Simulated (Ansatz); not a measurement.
```json
{"atom": "C", "x (Å)": "-0.0537", "y (Å)": "-0.4949", "z (Å)": "-0.0603"}
{"atom": "O", "x (Å)": "-0.0501", "y (Å)": "-0.4980", "z (Å)": "1.1670"}
{"atom": "N", "x (Å)": "0.0287", "y (Å)": "0.6800", "z (Å)": "-0.9362"}
{"atom": "H", "x (Å)": "0.0855", "y (Å)": "-1.3254", "z (Å)": "-0.7067"}
{"atom": "H", "x (Å)": "0.0304", "y (Å)": "0.5454", "z (Å)": "-1.8422"}
{"atom": "H", "x (Å)": "-0.1136", "y (Å)": "1.6203", "z (Å)": "-0.3710"}
```

Basis set: STO-3G (spherical functions). Correlated methods keep 3 orbitals frozen. Charge 0, multiplicity 1.

Computed with Ansatz (development build ahead of 0.2.0); each method stands on the lowest determinant of its kind that the runs found. Restricted open shells among the atoms or ions are ROHF, correlated in semicanonical orbitals with singles.

Q: Give the atomization energy at this shape (free ground-state atoms in the same class of orbitals less the molecule, no zero-point energy) of singlet CH3NO by RHF-MP2, RHF.

A:

```csv
method,atomization energy
RHF-MP2,18.74 eV
RHF,14.50 eV
```

Caution: the shape is not the minimum.

This basis has no polarisation functions and is too small for such energies, which can lie far from measured ones in either direction.
